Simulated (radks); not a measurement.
Values are calculated unless marked as measured or tabulated.
Task: These are the eigenvalues of the occupied orbitals of an atom or ion with whole-number occupations (eV). Code: a radial shooting solver on a logarithmic mesh with Libxc functionals. Model: Dirac Kohn-Sham, relativistic LDA (MacDonald-Vosko exchange, VWN5 correlation), spin-unpolarised, spherical densities, finite nucleus; Fermi nuclear charge, rms radius of each element as measured or else 0.836 A^(1/3) + 0.57 fm.

| orbital | eigenvalue |
|---|---|
| 1s1/2 | -1740.807 |
| 2s1/2 | -290.4950 |
| 2p1/2 | -259.8564 |

Which element is it, and in what charge state? The configuration may be excited. Open shells, if any, fill j = l - 1/2 first.

Result: Z = 13, aluminium, charge +7: Al7+ in [He] 2s2 2p2. The list shows which subshells hold electrons but not how many an open one holds; the 1s level, -63.973 hartree, gives Z - s = 11.3 by -(Z - s)^2/2, which with screening and relativity narrows Z to a few neighbours, and the depths of the outer levels then fix element, charge and occupations together.
